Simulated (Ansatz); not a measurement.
Geometry optimisation, Ansatz, RKS PBE0-D4/STO-3G.

Input file:

```yaml
crystal:
  periodic: [false, false, false]
  atoms:
    - { symbol: Si, position_ang: [0.0, 0.0, 0.0] }
    - { symbol: "N", position_ang: [0.0, 0.0, 1.82] }
    - { symbol: H, position_ang: [-0.877, -0.2713, 2.35] }
    - { symbol: H, position_ang: [0.877, 0.2713, 2.35] }
    - { symbol: Si, position_ang: [2.0935, 0.0, -0.7393] }
    - { symbol: H, position_ang: [2.5508, -1.3762, -0.9079] }
    - { symbol: H, position_ang: [2.1573, 0.6939, -2.0222] }
    - { symbol: H, position_ang: [2.951, 0.6823, 0.2255] }
    - { symbol: Si, position_ang: [-1.0456, 1.8115, -0.7393] }
    - { symbol: H, position_ang: [-2.4302, 1.478, -1.0607] }
    - { symbol: H, position_ang: [-1.0215, 2.8436, 0.2931] }
    - { symbol: H, position_ang: [-0.3743, 2.3069, -1.9374] }
    - { symbol: C, position_ang: [-0.8808, -1.5259, -0.6227] }
    - { symbol: H, position_ang: [-1.3804, -2.0377, 0.2261] }
    - { symbol: H, position_ang: [-1.6409, -1.2332, -1.3768] }
    - { symbol: H, position_ang: [-0.1449, -2.2146, -1.0879] }
basis:
  gaussian: { orbitals: STO-3G }
hamiltonian:
  xc: pbe0
  dispersion: d4
relax:
  f_tol: 0.02
  max_steps: 40
```

Command:

```bash
$ ansatz run input.yaml --threads 1 --pin off --max-ram 2048MiB --backend cpu --events-out ev --progress --plain --runs-dir out
```

Q: Where does it end, and by what steps?

A: The forces met the threshold. The force dipped under the threshold on the way, but the program's further checks kept it going. Limits of this set-up: minimal basis. After 20 steps the energy has fallen by 0.581 eV; H10 moved furthest, 1.03 Å.

```csv
step,energy less start (eV),largest force component (eV/Å),accepted
0,0.0000,2.737,yes
1,-0.2965,1.377,yes
2,-0.4137,0.329,yes
3,-0.4800,1.233,yes
4,-0.5165,0.896,yes
5,-0.5441,0.309,yes
6,-0.5586,0.214,yes
7,-0.5670,0.058,yes
8,-0.5552,0.643,no
9,-0.5696,0.075,yes
10,-0.5726,0.104,yes
11,-0.5744,0.103,yes
12,-0.5769,0.017,yes
13,-0.5783,0.076,yes
14,-0.5790,0.078,yes
15,-0.5798,0.069,yes
16,-0.5803,0.059,yes
17,-0.5807,0.033,yes
18,-0.5808,0.018,yes
19,-0.5809,0.013,yes
20,-0.5810,0.007,yes
```

```xyz
16
Properties=species:S:1:pos:R:3
Si 0.040 -0.053 0.008
N 0.092 -0.387 1.767
H -0.889 -0.399 2.141
H 0.520 0.434 2.262
Si 2.174 0.020 -0.708
H 2.844 -1.246 -0.529
H 2.228 0.353 -2.112
H 2.925 1.027 0.003
Si -1.079 1.836 -0.547
H -2.446 1.798 -0.084
H -0.462 3.006 0.033
H -1.107 2.026 -1.978
C -0.859 -1.514 -0.752
H -1.889 -1.583 -0.386
H -0.902 -1.435 -1.843
H -0.357 -2.454 -0.505
```

Whether the end is a true minimum wasn't checked by a vibrational analysis.

Time of the run: 94 s on 1 thread of Arm Neoverse V1 (shared host), peak memory 0.14 GiB.
